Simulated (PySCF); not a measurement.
Job file and geometry (Å, from PBE0-D3(BJ)/def2-SVP) of an NMR shielding run on SMILES [SiH3]S[C@@H]1CC[C@H]2C[C@@H]1C2, C$_{7}$H$_{14}$SSi, GIAO PBE0/pcSseg-1 NMR shielding, non-relativistic, gas phase (PySCF 2.14.0, density-fitted response routines); density fitting, a coarse starting grid and PySCF grid level 2 are the driver's defaults:

```
$ OMP_NUM_THREADS=1 python probes_run.py task.json out

{"job": {"kind": "nmr", "xc": "PBE0", "basis": "pcSseg-1"}, "charge": 0, "multiplicity": 1}
Si     3.083234    -0.378616    -0.429893
S      1.545996     1.104892    -0.509224
C      0.140032     0.197985     0.268507
C     -0.253949    -1.052395    -0.528900
C     -1.732588    -1.432919    -0.357097
C     -2.588561    -0.186967    -0.133275
C     -2.162005     0.483000     1.187545
C     -1.042816     1.164474     0.375005
C     -1.973620     1.039140    -0.851805
H      3.143291    -0.985548     0.936714
H      2.903530    -1.483714    -1.421001
H      4.354588     0.339701    -0.732361
H      0.463287    -0.064423     1.289568
H      0.404538    -1.898719    -0.277152
H     -0.068282    -0.831454    -1.590999
H     -2.065502    -1.979144    -1.254515
H     -1.873171    -2.119611     0.494756
H     -3.658771    -0.397509    -0.281916
H     -2.903404     1.216014     1.538848
H     -1.869713    -0.168482     2.028363
H     -0.707335     2.164889     0.687964
H     -2.684786     1.876876    -0.890992
H     -1.521230     0.909363    -1.847280
```

Question: What does the program print?

Answer: 
```
coarse grid: 19536 points
cycle   1  E = -962.0879827248  dE =  9.988e-01  |g| = 3.854e-01  |ddm| = 4.339e+00
cycle   2  E = -962.0745108793  dE =  1.347e-02  |g| = 4.661e-01  |ddm| = 9.316e-01
cycle   3  E = -962.1306949342  dE = -5.618e-02  |g| = 5.681e-02  |ddm| = 5.689e-01
cycle   4  E = -962.1312308415  dE = -5.359e-04  |g| = 2.841e-02  |ddm| = 1.094e-01
cycle   5  E = -962.1314147916  dE = -1.840e-04  |g| = 7.589e-03  |ddm| = 4.012e-02
cycle   6  E = -962.1314278535  dE = -1.306e-05  |g| = 2.095e-03  |ddm| = 9.508e-03
cycle   7  E = -962.1314289176  dE = -1.064e-06  |g| = 3.588e-04  |ddm| = 2.595e-03
final grid: 177336 points
cycle   8  E = -962.1910179101  dE = -6.758e-05  |g| = 1.000e-02  |ddm| = 6.003e-02
cycle   9  E = -962.1909901030  dE =  2.781e-05  |g| = 1.457e-02  |ddm| = 2.652e-02
cycle  10  E = -962.1910431885  dE = -5.309e-05  |g| = 9.562e-04  |ddm| = 1.719e-02
cycle  11  E = -962.1910433749  dE = -1.864e-07  |g| = 3.684e-04  |ddm| = 1.654e-03
cycle  12  E = -962.1910434083  dE = -3.339e-08  |g| = 7.797e-05  |ddm| = 4.667e-04
cycle  13  E = -962.1910434097  dE = -1.418e-09  |g| = 1.710e-05  |ddm| = 1.040e-04
cycle  14  E = -962.1910434098  dE = -6.594e-11  |g| = 3.994e-06  |ddm| = 1.877e-05
converged SCF energy = -962.1910434098

GIAO shielding tensors (ppm)
atom      isotropic    diamagn.    paramagn.     s11        s22        s33       span
  0 Si     403.978     878.535    -474.557    354.043    392.192    465.700    111.657
  1 S      614.632    1058.229    -443.596    410.085    555.812    878.000    467.915
  2 C      133.997     247.504    -113.507    113.516    132.497    155.977     42.461
  3 C      153.214     247.890     -94.677    131.926    154.530    173.185     41.259
  4 C      152.737     243.565     -90.828    146.647    147.577    163.987     17.340
  5 C      149.437     255.088    -105.651    134.309    153.934    160.067     25.758
  6 C      143.144     251.272    -108.129    128.564    143.077    157.789     29.225
  7 C      140.500     241.449    -100.948    130.786    144.292    146.422     15.637
  8 C      158.043     248.960     -90.918    145.731    162.971    165.426     19.695
  9 H       26.667      28.535      -1.868     23.213     24.616     32.173      8.960
 10 H       26.624      28.248      -1.625     22.516     25.291     32.064      9.548
 11 H       26.733      27.351      -0.617     23.143     24.048     33.009      9.866
 12 H       28.417      32.747      -4.329     23.521     29.261     32.469      8.948
 13 H       29.362      31.484      -2.122     23.668     30.070     34.348     10.681
 14 H       29.465      31.554      -2.088     24.917     30.400     33.080      8.163
 15 H       29.455      28.777       0.677     24.381     27.304     36.680     12.299
 16 H       29.733      29.060       0.674     25.327     27.660     36.214     10.887
 17 H       29.140      31.380      -2.240     23.849     26.929     36.642     12.793
 18 H       29.018      31.564      -2.546     25.844     26.397     34.812      8.968
 19 H       30.330      30.689      -0.360     26.324     27.997     36.668     10.345
 20 H       29.121      31.342      -2.221     23.082     29.804     34.475     11.393
 21 H       29.437      31.235      -1.798     26.025     26.717     35.570      9.545
 22 H       29.476      30.112      -0.636     24.788     28.762     34.879     10.091
```

Question: Turn these shieldings into chemical shifts. Shifts are taken against calculated references (same method and geometry level): ²⁹Si (σref 351.99) and ¹³C (σref 184.41) and ¹H (σref 31.27) vs TMS; ³³S (σref 495.66) against CS2.

Answer: Averaging equivalent atoms: Si 0: -52.0; S 1: -119; C 2: 50.4; C 7: 43.9; C 6: 41.3; C 5: 35.0; C 4: 31.7; C 3: 31.2; C 8: 26.4; H 9/10/11: 4.59; H 12: 2.85; H 18: 2.25; H 20: 2.15; H 17: 2.13; H 13: 1.90; H 21: 1.83; H 15: 1.81; H 14: 1.80; H 22: 1.79; H 16: 1.53; H 19: 0.94 ppm. 

Size and cost of the density-fitted run: 237 basis functions, 56 s wall time on 1 thread of an Arm Neoverse V2, shared host; peak memory 1.1 GiB.
